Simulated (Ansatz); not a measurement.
The cluster Cu₃O₄⁻, 7 atoms. Hardware: 4 threads of Intel Xeon 6975P-C on a shared host.

Correlated methods freeze 31 core orbitals.

**Question.** How many basis functions does each of these Ansatz runs have, and roughly what does it cost? PBE-D4/def2-TZVPD, charge -1 singlet, energy and forces, from earlier orbitals; HF/STO-3G, charge -1 singlet, energy; r2SCAN-D4/def2-TZVPD, charge -1 singlet, energy, from earlier orbitals; PBE0-D4/def2-TZVPD, charge -1 singlet, energy, from earlier orbitals; RPA@PBE/def2-TZVPD, charge -1 singlet, energy, from earlier orbitals; B97M-V/def2-TZVPD, charge -1 singlet, energy, from earlier orbitals; B3LYP-D4/def2-SVPD, charge -1 singlet, relaxation, 28 steps; CAM-B3LYP-D4/def2-TZVPD, charge -1 singlet, energy, from earlier orbitals; B2PLYP/def2-TZVPD, charge -1 singlet, energy, from earlier orbitals; MP2/def2-TZVPD, charge -1 singlet, energy, from earlier orbitals.

**Answer.** Other jobs shared the machine, so times can vary by a factor of up to 3. A dash marks memory too small to be measured apart from the calling script's.

```
                                                                           run  functions  fitting or Cholesky vectors  wall time  peak host memory (GiB)
                                          HF/STO-3G, charge -1 singlet, energy         74                          846      3.5 s                       –
PBE-D4/def2-TZVPD, charge -1 singlet, energy and forces, from earlier orbitals        304                         2143      4.2 s                    0.68
        r2SCAN-D4/def2-TZVPD, charge -1 singlet, energy, from earlier orbitals        304                         2143      6.5 s                    0.73
           B97M-V/def2-TZVPD, charge -1 singlet, energy, from earlier orbitals        304                         2143       11 s                    0.84
          PBE0-D4/def2-TZVPD, charge -1 singlet, energy, from earlier orbitals        304                         2380       16 s                     1.5
           B2PLYP/def2-TZVPD, charge -1 singlet, energy, from earlier orbitals        304                         2414       20 s                     1.5
     CAM-B3LYP-D4/def2-TZVPD, charge -1 singlet, energy, from earlier orbitals        304                         2350       54 s                     1.7
          RPA@PBE/def2-TZVPD, charge -1 singlet, energy, from earlier orbitals        304                         2414       80 s                     2.4
              MP2/def2-TZVPD, charge -1 singlet, energy, from earlier orbitals        304                         2414       91 s                     2.3
                   B3LYP-D4/def2-SVPD, charge -1 singlet, relaxation, 28 steps        194                         2073    2.1 min                    0.81
```
